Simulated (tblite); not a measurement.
C6H9ClOSi.
SMILES with atom numbers: `[O:1]=[CH:2][C@@H:3]1[CH:4]=[CH:5][CH2:6][CH2:7][Si@@H:8]1[Cl:9]` (hydrogens: H10 on C2; H11 on C3; H12 on C4; H13 on C5; H14, H15 on C6; H16, H17 on C7; H18 on Si8)

Computed with GFN2-xTB (tblite), gas phase: L-BFGS steps from a force-field or distance-geometry start until the largest atomic force falls under 0.01 eV/Å.

Step 70: E = -755.8858 eV
```
atom  x, y, z in Å  |  force x, y, z in eV/Å
O1      2.9192    0.2828    1.4004   -0.011  -0.015  -0.032
C2      2.5014   -0.2944    0.4327    0.093   0.066   0.066
C3      1.2055   -0.0385   -0.2410   -0.001  -0.022   0.030
C4      0.6145    1.2894    0.1165   -0.032   0.071  -0.139
C5     -0.6410    1.6177   -0.1475   -0.054  -0.025  -0.045
C6     -1.6208    0.6570   -0.7556   -0.041  -0.058  -0.007
C7     -1.7261   -0.6257    0.0908    0.025   0.029  -0.005
Si8    -0.0181   -1.4604    0.2443   -0.115   0.021  -0.039
Cl9     0.3614   -2.0884    2.1151   -0.029  -0.013   0.023
H10     3.0767   -1.1255   -0.0228    0.021  -0.034  -0.033
H11     1.3584   -0.1011   -1.3237   -0.051  -0.023   0.031
H12     1.2901    1.9976    0.5740    0.000  -0.042   0.062
H13    -1.0096    2.6072    0.0795    0.040  -0.007   0.051
H14    -2.6051    1.1222   -0.8374    0.031   0.005   0.025
H15    -1.2966    0.3941   -1.7685   -0.017  -0.010   0.044
H16    -2.4637   -1.2965   -0.3563    0.096   0.059   0.047
H17    -2.1039   -0.3545    1.0818    0.023  -0.038  -0.099
H18     0.1490   -2.5768   -0.6939    0.023   0.038   0.021
```

Step 71: E = -755.8886 eV
```
atom  x, y, z in Å  |  force x, y, z in eV/Å
O1      2.9434    0.2690    1.3731   -0.031  -0.045  -0.063
C2      2.5054   -0.2978    0.4071    0.118   0.100   0.063
C3      1.1991   -0.0333   -0.2402    0.003  -0.073   0.027
C4      0.6120    1.2907    0.1305   -0.039   0.045  -0.085
C5     -0.6446    1.6165   -0.1327   -0.020  -0.008  -0.056
C6     -1.6098    0.6570   -0.7632   -0.048  -0.075  -0.003
C7     -1.7267   -0.6270    0.0799    0.030   0.015   0.011
Si8    -0.0184   -1.4557    0.2683   -0.119   0.033  -0.089
Cl9     0.3447   -2.0533    2.1507   -0.023  -0.004   0.024
H10     3.0704   -1.1239   -0.0714    0.022  -0.027  -0.008
H11     1.3276   -0.0966   -1.3259   -0.048  -0.032   0.031
H12     1.2856    1.9869    0.6085   -0.009  -0.022   0.052
H13    -1.0195    2.5988    0.1098    0.018   0.022   0.047
H14    -2.5944    1.1152   -0.8632   -0.002   0.044   0.037
H15    -1.2682    0.3993   -1.7709    0.006  -0.028   0.030
H16    -2.4532   -1.3007   -0.3820    0.101   0.070   0.064
H17    -2.1233   -0.3547    1.0638    0.019  -0.056  -0.114
H18     0.1612   -2.5841   -0.6539    0.022   0.040   0.032
```

Step 72: E = -755.8915 eV
```
atom  x, y, z in Å  |  force x, y, z in eV/Å
O1      2.9619    0.2558    1.3521   -0.023  -0.052  -0.069
C2      2.5106   -0.2998    0.3858    0.088   0.088   0.030
C3      1.1944   -0.0302   -0.2388    0.008  -0.089   0.013
C4      0.6106    1.2928    0.1387   -0.030  -0.006  -0.008
C5     -0.6474    1.6155   -0.1217    0.023   0.014  -0.054
C6     -1.6025    0.6574   -0.7679   -0.039  -0.054  -0.007
C7     -1.7261   -0.6284    0.0692    0.025   0.001   0.023
Si8    -0.0199   -1.4513    0.2880   -0.070   0.032  -0.094
Cl9     0.3266   -2.0227    2.1822   -0.022   0.010   0.000
H10     3.0668   -1.1212   -0.1136    0.021   0.000   0.026
H11     1.3010   -0.0951   -1.3265   -0.037  -0.042   0.022
H12     1.2828    1.9771    0.6357   -0.026  -0.003   0.029
H13    -1.0254    2.5924    0.1341   -0.007   0.041   0.038
H14    -2.5864    1.1113   -0.8787   -0.040   0.071   0.042
H15    -1.2495    0.4059   -1.7720    0.028  -0.045   0.001
H16    -2.4409   -1.3043   -0.4055    0.078   0.054   0.054
H17    -2.1406   -0.3589    1.0453    0.007  -0.056  -0.082
H18     0.1753   -2.5900   -0.6181    0.016   0.035   0.036
```

Task: Estimate the geometry and energy of step 73. (The exact step hangs on the optimiser's Hessian estimate; all steps are aligned on step 72, rigid shifts and turns removed.)

Result: E = -755.8935 eV, largest force 0.092 eV/Å
```
atom  x, y, z in Å  |  force x, y, z in eV/Å
O1      2.9739    0.2428    1.3394   -0.003  -0.044  -0.069
C2      2.5163   -0.3013    0.3700    0.029   0.046   0.004
C3      1.1917   -0.0296   -0.2373    0.015  -0.061  -0.003
C4      0.6101    1.2940    0.1441   -0.014  -0.057   0.044
C5     -0.6486    1.6155   -0.1148    0.038   0.024  -0.045
C6     -1.5994    0.6583   -0.7695   -0.021  -0.005  -0.017
C7     -1.7254   -0.6306    0.0599    0.011   0.000   0.022
Si8    -0.0218   -1.4478    0.3009   -0.003   0.014  -0.052
Cl9     0.3120   -1.9963    2.2066   -0.028   0.025  -0.042
H10     3.0670   -1.1183   -0.1456    0.018   0.036   0.052
H11     1.2814   -0.0946   -1.3263   -0.024  -0.050   0.014
H12     1.2813    1.9707    0.6534   -0.038   0.004   0.008
H13    -1.0274    2.5901    0.1492   -0.018   0.035   0.025
H14    -2.5828    1.1122   -0.8835   -0.046   0.068   0.042
H15    -1.2406    0.4127   -1.7725    0.033  -0.049  -0.016
H16    -2.4298   -1.3076   -0.4258    0.049   0.025   0.028
H17    -2.1557   -0.3677    1.0291   -0.003  -0.044  -0.029
H18     0.1891   -2.5963   -0.5890    0.006   0.030   0.034
```

The energy changes by -0.0020 eV. The first-order estimate −F·Δx gives -0.0029 eV and the mean of the old and new forces, exact on a quadratic surface, -0.0020 eV. The step makes an angle of 84° with the force vector and moves no atom by more than 0.039 Å.

What follows is the cost of the whole relaxation. Hardware: one thread, Intel Xeon at 2.50 GHz (x86_64), no GPU, shared host with 64 logical CPUs at a one-minute load of 63. Cost: 2.6 s.
